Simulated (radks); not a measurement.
Coulomb parameter of the 5d shell of neutral platinum in the model configuration [Xe] 4f14 5d8.5 6s1.5, as a second difference U = [E(n + 0.5) + E(n - 0.5) - 2 E(n)] / (0.5)^2 with all orbitals relaxed. "Bare": the charge of the atom changes with n. "Screened": the 6s shell takes up the change at fixed total charge, which measures U(5d,5d) + U(6s,6s) - 2 U(5d,6s). All-electron calculation, scalar-relativistic Kohn-Sham, r2SCAN, spin-unpolarised, spherical densities, finite nucleus; meta-GGA in the generalised Kohn-Sham scheme; Fermi nuclear charge, rms radius 5.427 fm. Program: a radial shooting solver on a logarithmic mesh with Libxc functionals.

[
 {"case": "start", "configuration": "[Xe] 4f14 5d8.5 6s1.5", "E - E(n) (eV)": "0.000"},
 {"case": "bare +0.5", "configuration": "[Xe] 4f14 5d9 6s1.5", "E - E(n) (eV)": "-2.466"},
 {"case": "bare -0.5", "configuration": "[Xe] 4f14 5d8 6s1.5", "E - E(n) (eV)": "4.899"},
 {"case": "screened +0.5", "configuration": "[Xe] 4f14 5d9 6s1", "E - E(n) (eV)": "-0.447"},
 {"case": "screened -0.5", "configuration": "[Xe] 4f14 5d8 6s2", "E - E(n) (eV)": "0.675"}
]

U(bare) = 9.731 eV, U(screened by 6s) = 0.913 eV, against the Slater integral F0(5d,5d) = 14.985 eV with frozen orbitals. The step up makes a negative ion, whose loosely bound charge lowers the bare value.
